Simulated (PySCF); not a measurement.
OS2, SMILES [O-][S+]=S. Atoms are numbered in the order given.

```xyz
3

S     -0.1648    -1.2788     0.0000
S      0.4425     0.5004     0.0000
O     -0.5553     1.5567     0.0000
```

Geometry optimised at PBE0-D3(BJ)/def2-TZVP.

These are B3LYP/pcSseg-2 run with PySCF values and carry that method's errors.

GIAO shieldings, no solvent; atoms alike by connectivity are averaged. δ = σ(ref) − σ: ³³S against H2S (σ = 688.9 ppm); ¹⁷O against H2O (σ = 325.5 ppm), references at their B3LYP-D3(BJ)/def2-TZVP geometries, non-relativistic.

| nucleus | atoms | count | δ (ppm) |
|---|---|---|---|
| ³³S | S1 | 1 | 1433.6 |
| ³³S | S2 | 1 | 1350.9 |
| ¹⁷O | O3 | 1 | 890.8 |
